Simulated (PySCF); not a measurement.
# Structure revision by computed shifts

A compound C7H10N2O gives the data below (simulated from a calculation) and was assigned the structure `CCc1cncc(CO)n1`.

¹³C{¹H} NMR (computed): δ 166.3 (CH), 161.7 (CH), 151.1 (CH), 149.7 (CH), 52.4 (CH), 52.3 (CH), 43.0 (CH3).

¹H NMR (400 MHz, computed): δ 8.23 (d, 1H), 7.70 (d, 1H), 6.75 (m, 1H), 6.46 (m, 1H), 5.76 (m, 1H), 4.41 (br, 1H), 3.92 (m, 1H), 3.54 (s, 3H).

- GIAO PBE0/pcSseg-1 shieldings
- GFN2-xTB geometry
- run in PySCF 2.14.0 with density-fitted response routines
- in vacuum, non-relativistic Hamiltonian, one computed conformer, one averaged value for each set of equivalent atoms

References, each an isolated molecule treated in the same way: ¹H (σ = 31.72 ppm), ¹³C (σ = 186.93 ppm) vs TMS.

(1) Compare with the shifts computed for the proposed structure, pairing carbons in order of shift.

(2) Which isomer fits?

Results:

(1) Atoms are numbered as in `[CH3:1][CH2:2][c:3]1[cH:4][n:5][cH:6][c:7]([CH2:8][OH:9])[n:10]1`. Each H is labelled by its parent atom.

| atom | computed for proposal | given list | difference |
| --- | --- | --- | --- |
| C3 | 163.8 | 166.3 | -2.5 |
| C7 | 159.8 | 161.7 | -1.9 |
| C4 | 147.5 | 151.1 | -3.6 |
| C6 | 146.0 | 149.7 | -3.7 |
| C8 | 64.5 | 52.4 | +12.1 |
| C2 | 34.5 | 52.3 | -17.8 |
| C1 | 19.9 | 43.0 | -23.1 |

The rms difference is 12.1 ppm and the largest -23.1 ppm at C1 (methyl carbon). The carbon types in order of shift don't match either: C, C, CH, CH, CH2, CH2, CH3 for the proposal against CH, CH, CH, CH, CH, CH, CH3 in the data. The proposal doesn't fit.

(2) `O=CN[C@@H]1[C@H](/C=N\C)C=C1`.

Carbon types of the structure: 6 × CH, 1 × CH3, leaving 1 H on heteroatoms. δC 166.3: C=N carbon. δC 161.7: amide carbonyl carbon; lone-pair donation from the attached heteroatom keeps it upfield of a ketone carbonyl. δC 151.1, 149.7: alkene CH; the olefinic region. δH 5.76: hydrogen on an allylic sp3 CH bonded to N; its carbon carries N, hence the downfield position.

The shifts were computed for this structure.

OH and NH positions are those of a molecule without intermolecular hydrogen bonds; in solution they move with solvent, concentration and temperature, and exchange usually removes their couplings. Amide-type NH protons are broadened by 14N but still split neighbouring CH signals. Shifts are as computed. Against solution values, carbons near 30 ppm lie about +3 ppm off and those near 130 ppm about +5 ppm. Of 1211 compounds with measured shifts, 218 miss one by over three times the rms of a fit or turn the order of signals round; such compounds aren't used in these exercises. The C=O carbon of an acid or of an amide with N–H lies up to 10 ppm further downfield in solution, through hydrogen bonding that the calculation lacks. Multiplicities follow the n + 1 count of equivalent neighbours, as no J values were calculated; m marks all less simple cases, F and P coupling included.
